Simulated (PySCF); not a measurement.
## Assignment exercise: C$_{12}$H$_{23}$NSi

Bonds: Si1-C2, Si1-C7, Si1-C12, Si1-N17, C2-C3, C7-C8, C12-C13, N17-C18, N17-C21, C18-C19, C18-C20, C21-C22, C21-C23. C2 carries H4; C3 carries H5, H6; C7 carries H9; C8 carries H10, H11; C12 carries H14; C13 carries H15, H16; C18 carries H24; C19 carries H25, H26, H27; C20 carries H28, H29, H30; C21 carries H31; C22 carries H32, H33, H34; C23 carries H35, H36, H37.

PySCF 2.14.0 with density-fitted response routines calculation with σ from GIAO-B3LYP/pcSseg-1 and PBE0-D3(BJ)/def2-SVP structure; one computed conformer, no relativistic terms, isolated molecule, averaged over atoms made equivalent by symmetry, fast rotation or ring inversion.

Scale: ¹³C and ¹H against TMS (reference shieldings calculated alike).

Task: Assign these signals to the numbered atoms. ¹³C{¹H} NMR (computed): δ 147.3, 144.2, 48.7, 26.1.

Result: 
| δ (ppm) | atoms | environment | reason |
| --- | --- | --- | --- |
| 147.3 | C2/C7/C12 | carbon bonded to C, Si, H | – |
| 144.2 | C3/C8/C13 | carbon bonded to C, 2 H | – |
| 48.7 | C18/C21 | carbon bonded to 2 C, N, H | – |
| 26.1 | C19/C20/C22/C23 | carbon bonded to C, 3 H | – |

Task: Assign these signals to the numbered atoms. ¹H NMR (600 MHz, computed): δ 6.39 (t, 3H), 6.11 (d, 6H), 3.05 (sept, 2H), 1.14 (d, 12H).

Result: 
| δ (ppm) | atoms | environment | reason |
| --- | --- | --- | --- |
| 6.39 | H4/H9/H14 | hydrogen on a carbon bonded to C, Si | – |
| 6.11 | H5/H6/H10/H11/H15/H16 | hydrogen on a carbon bonded to C | – |
| 3.05 | H24/H31 | hydrogen on a carbon bonded to 2 C, N | – |
| 1.14 | H25/H26/H27/H28/H29/H30/H32/H33/H34/H35/H36/H37 | hydrogen on a carbon bonded to C | – |

Shifts are as computed. Against solution values, carbons near 30 ppm lie about +2 ppm off and those near 130 ppm about +6 ppm. Of 1313 compounds with measured shifts, 239 miss one by over three times the rms of a fit or turn the order of signals round; such compounds aren't used in these exercises. Multiplicities follow the n + 1 count of equivalent neighbours, as no J values were calculated; m marks all less simple cases, F and P coupling included.
